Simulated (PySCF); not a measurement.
Bi(F)2(Me) (CH₃BiF₂), SMILES [F][Bi]([F])[CH3].

The structure is a stationary point at B3LYP-D3(BJ)/def2-SVP. The def2 effective core potentials stand for the cores of Bi; spin–orbit coupling is left out.

Calculation: M06-2X/def2-TZVPD (PySCF).

The molecule is in vacuum.

```json
{
 "total_energy": "-454.16879 hartree",
 "point_group": "Cs",
 "highest_occupied_level": "-9.12 eV",
 "lowest_empty_level": "-0.87 eV",
 "orbital_gap": "8.25 eV",
 "dipole_moment": "4.93 D",
 "quadrupole, principal values (traceless, Buckingham form, about the centre of nuclear charge)": "-6.21, -0.40, 6.60 D·Å",
 "mean_static_polarisability": "56.9 bohr³ (8.43 Å³)",
 "polarisability_principal_values": "48.7, 51.3, 70.7 bohr³"
}
```
